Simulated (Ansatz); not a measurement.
Mulliken charges of CH$_{6}$InNO (`[CH3][In]([NH2])[OH]`) from B3LYP/def2-TZVPP in Ansatz (PBE0-D4/def2-TZVP geometry).

```json
{"atom": "C1", "x (Å)": "-1.040", "y (Å)": "1.462", "z (Å)": "0.671", "charge (e)": "-0.551"}
{"atom": "In2", "x (Å)": "0.083", "y (Å)": "-0.085", "z (Å)": "-0.265", "charge (e)": "0.813"}
{"atom": "N3", "x (Å)": "0.901", "y (Å)": "-1.764", "z (Å)": "0.508", "charge (e)": "-0.498"}
{"atom": "O4", "x (Å)": "0.267", "y (Å)": "-0.010", "z (Å)": "-2.252", "charge (e)": "-0.543"}
{"atom": "H5", "x (Å)": "-1.589", "y (Å)": "2.014", "z (Å)": "-0.090", "charge (e)": "0.132"}
{"atom": "H6", "x (Å)": "-1.739", "y (Å)": "1.039", "z (Å)": "1.392", "charge (e)": "0.116"}
{"atom": "H7", "x (Å)": "-0.369", "y (Å)": "2.144", "z (Å)": "1.193", "charge (e)": "0.112"}
{"atom": "H8", "x (Å)": "1.613", "y (Å)": "-2.243", "z (Å)": "-0.023", "charge (e)": "0.128"}
{"atom": "H9", "x (Å)": "1.136", "y (Å)": "-1.796", "z (Å)": "1.488", "charge (e)": "0.128"}
{"atom": "H10", "x (Å)": "0.739", "y (Å)": "-0.760", "z (Å)": "-2.622", "charge (e)": "0.164"}
```

Q: By hand: the dipole of these point charges (1 e Å = 4.8032 D).

A: Σ q r = (0.067, -0.006, 0.425) e Å, of length 0.430 e Å = 2.07 D.

Q: How does the dipole of the full density compare? (Estimate.)

A: The calculation gave: (0.166, -0.047, 0.429) e Å, 2.22 D; the point charges give 0.93 times that, at 13° from its direction.

Point charges leave out the atoms' own dipoles, such as those of lone pairs, and Mulliken's split depends on the basis, so the close match here is no proof of good charges.

B3LYP here is the variant with VWN-RPA as its local correlation; programs differ in this.
